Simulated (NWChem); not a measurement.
# Total energies of Au₂

```xyz
2

Au     0.0000     0.0000     1.2699
Au     0.0000     0.0000    -1.2699
```
Charge 0, spin multiplicity 1.

Everything below was run with NWChem. Structure: optimised with PBE0/def2-SVP with def2 effective core potentials on Au, a minimum by its harmonic frequencies.

Basis set: def2-SVP (64 functions).

```csv
method,total energy (Ha)
RHF,-269.59434
MP2,-270.14599
B2PLYP,-270.99440
PBE,-271.56126
B3LYP,-271.57952
r2SCAN,-271.58929
CCSD(T),-270.12320
```

Total energies of different functionals aren't comparable as a measure of quality: only differences taken within one method are. 

Effective core potentials replace the inner electrons of Au; spin-orbit coupling is left out. The correlated methods keep 8 core orbitals frozen. B3LYP has NWChem's definition, with VWN1-RPA local correlation. The structure started from a generated list of species. No row is a measurement; the coupled-cluster row has its own basis-set and correlation limits.
